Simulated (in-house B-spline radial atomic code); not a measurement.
A fraction x of an electron is moved 4d → 4f in Dy3+, starting from [Xe] 4f9 and keeping the highest spin. Computed with a B-spline radial code for spherical atoms: scalar-relativistic (X2C) r2SCAN, spin-polarised, spherical fractional occupations, Fermi nucleus of rms radius 5.2218 fm.

```csv
x,E(x) - E(0) (eV),4d down level (eV),4f down level (eV)
0,0.0000,-184.481,-31.277
0.125,19.1525,-184.655,-31.418
0.25,?,?,?
0.375,57.4697,-184.999,-31.699
0.5,76.6342,-185.170,-31.838
0.625,95.8025,-185.339,-31.977
0.75,?,?,?
0.875,134.1503,-185.672,-32.252
1,153.3297,-185.837,-32.388
```

Problem. What belongs in the row x = 0.25?

Solution. An energy change of 38.3091 eV; 4d down at -184.828 eV, 4f down at -31.559 eV.

Problem. What belongs in the row x = 0.75?

Solution. An energy change of 114.9746 eV; 4d down at -185.506 eV, 4f down at -32.115 eV.

Problem. Check Janak's theorem between x = 0.375 and 0.5.

Solution. The slope of the energy is 153.32 eV; the orbital levels give 153.32 eV (ε of the receiving orbital less ε of the emptying one, averaged over the two points).
